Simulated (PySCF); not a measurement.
Gas-phase reaction: GeHCl + 3 GeH3F ⇌ GeHF3 + Cl + 3 GeH3

Computed with PySCF and rigid-rotor harmonic-oscillator thermochemistry at 1 bar. † marks an energy on the PBE0/def2-TZVP geometry and frequencies; other levels use their own. MP2 and CCSD(T) freeze the core. 6-31G* has spherical d functions here. Open shells (unrestricted): Cl (multiplicity 2, electronic degeneracy 6), GeH3 (multiplicity 2); the rest are closed-shell singlets. Spin-orbit splitting is ignored; it lowers the true energy and changes the entropy of Cl. B3LYP is the form with VWN-RPA correlation. Ge: all electrons, no relativistic terms. GeHCl, GeHF3, GeH3: computed as isolated molecules; such fragments, hydroxides, amides, oligomers or adducts are transient or little studied in the gas. MP2 isn't extrapolated to the basis-set limit; its ΔH°(298 K) is 469.8 kJ in def2-SVP and 520.9 kJ in def2-TZVPP. CCSD(T) isn't extrapolated to the basis-set limit; its ΔH°(298 K) is 471.3 kJ in def2-SVP and 508.4 kJ in def2-TZVPP. The harmonic model lacks anharmonicity and excited electronic states, which grow with temperature; levels with a mode under 35 cm⁻¹ are left out.

```tsv
level	ΔE electronic, kJ	ΔH°(298 K), kJ	ΔS°(298 K), J/K	ΔG°(1800 K), kJ
B3LYP/6-31G*	514	501	132	252
B3LYP/def2-TZVP†	538	526	132	277
BLYP/def2-TZVP†	544	532	132	283
CCSD(T)/def2-TZVPP†	521	508	132	259
HF/6-31G*	356	342	131	93
M06-2X/def2-TZVP†	519	507	132	258
MP2/def2-SVP†	482	470	132	221
MP2/def2-TZVPP†	533	521	132	272
PBE/def2-SVP	536	524	133	273
PBE0/def2-TZVP	525	513	132	264
ωB97X-V/def2-TZVP†	555	543	132	294
```
ΔH° is lowest at HF/6-31G* and highest at ωB97X-V/def2-TZVP†. No reference value is set beside these.
